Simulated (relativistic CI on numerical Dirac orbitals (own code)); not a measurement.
**One change at a time: Sb³³⁺**

Base calculation: Dirac-Coulomb-Breit CI, orbitals from a KLI potential per configuration, QED by a radiative potential, unscaled Slater integrals.

Configuration list (outside the closed core [Ne]): 3s2 3p6, 3s2 3p5 3d, 3s 3p6 3d, 3s2 3p5 4s, 3s2 3p5 4p, 3s2 3p5 4d, 3s 3p6 4s, 3p6 3d 4p, 3p6 3d2, 3p5 3d3, 3p5 3d2 4s, 3p5 3d2 4p, 3p5 3d2 4d, 3p6 3d 4s, 3p5 3d 4s2, 3p5 3d 4s 4p, 3p5 3d 4s 4d. Double excitations out of closed p, d and f shells are left out; levels of such configurations are missing from the list, as are those of other unlisted configurations, and high levels can miss mixing partners.

Variants: (1) configuration mixing switched off. Shifts of the energy above 3s2 3p6 1S_0, in eV, for the lowest level and the first level of each name with at least 55 % of one term (blank where a level changes its place among those of its configuration and J or its character, or is not in the variant):

| Level | Base | Δ(1) |
| --- | --- | --- |
| 3s2 3p6 1S_0 | 0.000 | 0.000 |
| 3s2 3p5 3d 3P°_0 | 144.888 | -0.076 |
| 3s2 3p5 3d 3P°_1 | 149.693 | -0.076 |
| 3s2 3p5 3d 3F°_3 | 155.090 | -0.080 |
| 3s2 3p5 3d 3F°_4 | 163.457 | -0.078 |
| 3s2 3p5 3d 3D°_3 | 174.188 | -0.079 |
| 3s2 3p5 3d 3D°_1 | 188.396 | -0.069 |
| 3s2 3p5 3d 3F°_2 | 211.571 | -0.080 |
| 3s2 3p5 3d 1P°_1 | 243.429 | -0.041 |
| 3s 3p6 3d 3D_1 | 337.390 | -0.271 |
| 3s 3p6 3d 3D_2 | 340.219 | -0.226 |
| 3s 3p6 3d 3D_3 | 350.227 | -0.268 |
| 3s 3p6 3d 1D_2 | 360.372 | +0.091 |
| 3p6 3d2 3F_2 | 684.580 | -0.305 |

At this charge energies of transitions that change n are usually good to better than 1 %, and those within a shell (Δn = 0) to a few per cent.

Ionisation energy from the two ground configurations alone: base 2190.25 eV. The NIST ASD value (theoretical) is 2190 eV.

LS names give the leading component of a level, which can be under half, so a name can repeat, a term be missing and a line seem to break the LS rules.
